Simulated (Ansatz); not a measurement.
Input for Ansatz (a first-principles code): R-CCSD(T)/aug-cc-pVDZ on CH7GeNO (a complex), monomers drawn apart or pushed together. The run froze 17 orbitals, filled d shells among them.

Ansatz 0.2 input:
```yaml
crystal:
  periodic: [false, false, false]
  atoms:
    - {symbol: Ge, position_ang: [-0.15182131, -0.51402076, -0.00192693]}
    - {symbol: H, position_ang: [-1.49489666, 0.14345315, 0.32297864]}
    - {symbol: H, position_ang: [0.05049723, -0.53408449, -1.53086324]}
    - {symbol: H, position_ang: [-0.07597583, -1.94448337, 0.53690278]}
    - {symbol: H, position_ang: [0.99626272, 0.32648531, 0.59237580]}
    - {symbol: N, position_ang: [1.13889008, 0.59358159, 3.35248365]}
    - {symbol: C, position_ang: [0.01503493, -0.08684371, 3.67665339]}
    - {symbol: O, position_ang: [-0.73242878, -0.61215805, 2.88047502]}
    - {symbol: H, position_ang: [1.39763533, 0.68751889, 2.38268085]}
    - {symbol: H, position_ang: [1.71809288, 1.00831337, 4.06051992]}
    - {symbol: H, position_ang: [-0.16264618, -0.11997847, 4.76667855]}
basis:
  gaussian:
    orbitals: aug-cc-pVDZ
magnetization: {spin_polarized: false}
correlation: {method: ccsd_t, electrons: outside_noble_gas}
scf: {lower_state_search: off}
```

Program output:

```
Functional definition: HF
[...]
these checks for a lower state are left out or cut short: stability, starts, cluster_reference, orbital_swaps, neighbouring_geometries, increment
integrals: 0.61 GiB planned
1681 factors; integrals over basis functions are off by at most 7.4e-4 eV
mean field: 0.66 GiB planned
mean field evaluation 1: about -61129.3125 eV, gradient 4.1e1 eV
mean field evaluation 2: about -61129.3586 eV, gradient 4.1e1 eV
mean field evaluation 4: about -61133.1530 eV, gradient 4.7e0 eV
mean field evaluation 8: about -61133.2275 eV, gradient 3.7e-1 eV
mean field -61133.22895223 eV, -2246.6047264036 hartree, gradient 2.0e-6 eV, S^2 0.000000; 0 other end points of the search recorded, 0 dependent functions left out
17 core orbitals not correlated
reference -61133.22895223 eV, -2246.6047264036 hartree; 13, 13 occupied and 138, 138 virtual orbitals, 1681 factors
second order -17.24827757 eV of doubles, -0.00000000 eV of singles
coupled cluster: 1.48 GiB planned
cycle   1  -17.81256181 eV  change   -5.6e-1 eV  update   1.2e-1
cycle   2  -18.35662978 eV  change   -5.4e-1 eV  update   3.6e-2
cycle   3  -18.51390410 eV  change   -1.6e-1 eV  update   2.0e-2
cycle   4  -18.50819069 eV  change    5.7e-3 eV  update   5.2e-3
cycle   5  -18.50439923 eV  change    3.8e-3 eV  update   2.4e-3
cycle   6  -18.50509618 eV  change   -7.0e-4 eV  update   7.1e-4
cycle   7  -18.50497711 eV  change    1.2e-4 eV  update   3.0e-4
cycle   8  -18.50479437 eV  change    1.8e-4 eV  update   1.0e-4
cycle   9  -18.50479559 eV  change   -1.2e-6 eV  update   4.2e-5
cycle  10  -18.50482156 eV  change   -2.6e-5 eV  update   1.8e-5
perturbative correction -0.61810421 eV, -0.0227149107 hartree
Total energy: -61152.35187800 eV, -2247.3074809635 hartree
Checks for a lower state left out: stability, starts, cluster_reference, orbital_swaps, neighbouring_geometries, increment
```

Self-consistency was reached.

Cost: around 90 core-seconds (rough).
